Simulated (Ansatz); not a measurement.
Consider the atomization: `O[SiH2]S[SiH3]` → 6 H• + O• + S• + 2 Si•.

Calculated with Ansatz (gas phase, PBE0-D4/def2-TZVP geometries, no zero-point term in ΔE). CCSD(T)/CBS is the MP2 limit (def2-TZVPP, def2-QZVPP) plus CCSD(T) − MP2 in def2-TZVPP, frozen cores. This one scheme is used for every species, atoms too. DFT in def2-TZVPP. No spin–orbit coupling; open shells (•) take unrestricted orbitals. Spin–orbit coupling would lower the free atoms: a little for O, S, Si. One conformer a species, not always the lowest.

`O[SiH2]S[SiH3]`:

Cartesian coordinates in Å:
```
O 1.490 0.683 -1.085
Si 0.558 1.377 0.076
S -1.428 0.600 0.108
Si -0.929 -1.467 0.369
H 1.165 0.710 -1.987
H 1.265 1.090 1.341
H 0.374 2.834 -0.135
H -2.124 -2.122 0.954
H -0.603 -2.109 -0.928
H 0.231 -1.596 1.287
```

CCSD(T)/CBS gives +3248.4 kJ/mol.

(1) Another level gave +3247.1 kJ/mol. Which?
A. HF/def2-TZVPP
B. CCSD(T)/def2-TZVPP
C. PBE0/def2-TZVPP
D. ωB97M-V/def2-TZVPP

Largest T1 diagnostic among the species: 0.012.

Results:

(1) D. ωB97M-V 3247.1, PBE0 3167.3, CCSD(T)/def2-TZVPP 3147.9, HF/def2-TZVPP 2386.2 kJ/mol.

The D4 term adds +40.7 kJ/mol with B3LYP and +21.3 kJ/mol with PBE0; it sums over pairs of atoms, weighted by their polarisabilities, and B3LYP, whose exchange is more repulsive, gets the larger term. In def2-TZVPP, CCSD(T) changes the Hartree–Fock value by +761.8 kJ/mol (the triples alone add +40.2 kJ/mol) and MP2 by +786.8 kJ/mol; breaking electron pairs costs correlation energy, which Hartree–Fock lacks.

B3LYP here is the variant with VWN-RPA as its local correlation; programs differ in this.

For atomizations the MP2-based limit and the directly extrapolated one differ by several kJ/mol either way, and by 10 to 25 for some Ge, Se and Sn compounds, so smaller differences from it don't rank the levels.
